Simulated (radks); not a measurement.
Problem. Pm2+, configuration [Xe] 4f5. All-electron calculation, Dirac Kohn-Sham, AM05, spin-unpolarised, spherical densities, finite nucleus; open shells fill j = l - 1/2 first; Fermi nuclear charge, rms radius 4.962 fm. Program: a radial shooting solver on a logarithmic mesh with Libxc functionals. Some entries of the table are withheld. Estimate them.

| orbital | occ. | eigenvalue (eV) | r(max) (bohr) | <r^2> (bohr^2) |
|---|---|---|---|---|
| 1s1/2 | 2 | -44945.93 | 0.01480 | 0.0007327 |
| 2s1/2 | 2 | (1) | 0.08402 | 0.01151 |
| 2p1/2 | 2 | (2) | 0.06372 | 0.008397 |
| 2p3/2 | 4 | (3) | 0.06926 | 0.009644 |
| 3s1/2 | 2 | -1604.722 | 0.2390 | 0.07761 |
| 3p1/2 | 2 | -1439.378 | 0.2259 | (4) |
| 3p3/2 | 4 | -1326.915 | 0.2378 | (5) |
| 3d3/2 | 4 | -1038.850 | 0.1897 | 0.06453 |
| 3d5/2 | 6 | -1014.450 | 0.1931 | 0.06658 |
| 4s1/2 | 2 | -328.8573 | (6) | 0.3976 |
| 4p1/2 | 2 | -265.9673 | (7) | 0.4215 |
| 4p3/2 | 4 | -241.3298 | (8) | 0.4622 |
| 4d3/2 | 4 | -137.7836 | 0.5982 | 0.5421 |
| 4d5/2 | 6 | -133.4076 | 0.6066 | 0.5585 |
| 5s1/2 | 2 | -54.9207 | (9) | 2.329 |
| 5p1/2 | 2 | -38.0396 | 1.414 | 2.966 |
| 5p3/2 | 4 | -34.7027 | 1.489 | 3.301 |
| 4f5/2 | 5 | -15.3203 | 0.6353 | 1.429 |
| 4f7/2 | 0 | -14.8468 | 0.6406 | 1.480 |

Solution. 
(1) 2s1/2 eigenvalue (eV): -7316.209
(2) 2p1/2 eigenvalue (eV): -6931.137
(3) 2p3/2 eigenvalue (eV): -6371.721
(4) 3p1/2 <r^2> (bohr^2): 0.07265
(5) 3p3/2 <r^2> (bohr^2): 0.07995
(6) 4s1/2 r(max) (bohr): 0.5525
(7) 4p1/2 r(max) (bohr): 0.5590
(8) 4p3/2 r(max) (bohr): 0.5846
(9) 5s1/2 r(max) (bohr): 1.291
